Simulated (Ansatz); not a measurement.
`[O]=[W](=[O])([OH])[Cl]` + NH₃ → `[NH2][W](=[O])(=[O])[Cl]` + H₂O at 298.15 K and 1 bar (ligand exchange at a W–O bond).

Computed with Ansatz on PBE0-D4/def2-TZVP structures; ΔE is electronic, products minus reactants. CBS: MP2 limit from def2 TZ/QZ plus the TZ coupled-cluster correction, frozen cores. This one scheme is used for every species. Elements past krypton have def2 core potentials. For W outer-core shells are correlated without core-valence functions, which leaves a few kJ/mol of doubt a bond. Each species was taken in one conformer, which may not be the lowest.

```json
{"species": "`[O]=[W](=[O])([OH])[Cl]`", "CCSD(T)/CBS energy (Eh)": "-753.05462", "H − E (kJ/mol)": "74.7", "S (J/(mol·K))": "347.0"}
{"species": "NH₃", "CCSD(T)/CBS energy (Eh)": "-56.50880", "H − E (kJ/mol)": "100.5", "S (J/(mol·K))": "192.4"}
{"species": "`[NH2][W](=[O])(=[O])[Cl]`", "CCSD(T)/CBS energy (Eh)": "-733.17837", "H − E (kJ/mol)": "107.9", "S (J/(mol·K))": "349.0"}
{"species": "H₂O", "CCSD(T)/CBS energy (Eh)": "-76.37941", "H − E (kJ/mol)": "66.4", "S (J/(mol·K))": "188.7"}
```

H − E and S are ideal-gas, rigid-rotor, harmonic terms from PBE0-D4/def2-TZVP, for one conformer and one mirror image of each species. 1 Eh = 2625.50 kJ/mol, R = 8.31446 J/(mol·K).

By hand: ΔE, ΔH, ΔS and ΔG.

ΔE = (-733.17837) + (-76.37941) − (-753.05462) − (-56.50880) = 0.00564 Eh = 14.8 kJ/mol. Δ(H − E) = 107.9 + 66.4 − 74.7 − 100.5 = -0.9, so ΔH = 13.9 kJ/mol. ΔS = 349.0 + 188.7 − 347.0 − 192.4 = -1.7 J/(mol·K). ΔG = 13.9 − 298.15 × (-1.7)/1000 = 14.4 kJ/mol.

By hand: the equilibrium constant, and the temperature at which ΔG would vanish if ΔH and ΔS stayed fixed.

log₁₀ K = −ΔG/(RT ln 10) = -2.5. ΔH and −TΔS have one sign here, so there is no such temperature.

The number of gas molecules stays the same, so ΔS is small and ΔH decides. A doubt of 5 kJ/mol in ΔE shifts log₁₀ K by 0.9 here. Other conformers and mirror images would add mixing entropy, several J/(mol·K) or more a flexible species. These are equilibria of isolated gas molecules and say nothing of rates. Largest T1 diagnostic: 0.022 (customary marks: 0.02 for closed shells, 0.045 for open ones).

ΔS is within the doubt of such terms, so its sign, and with it that verdict, could turn.
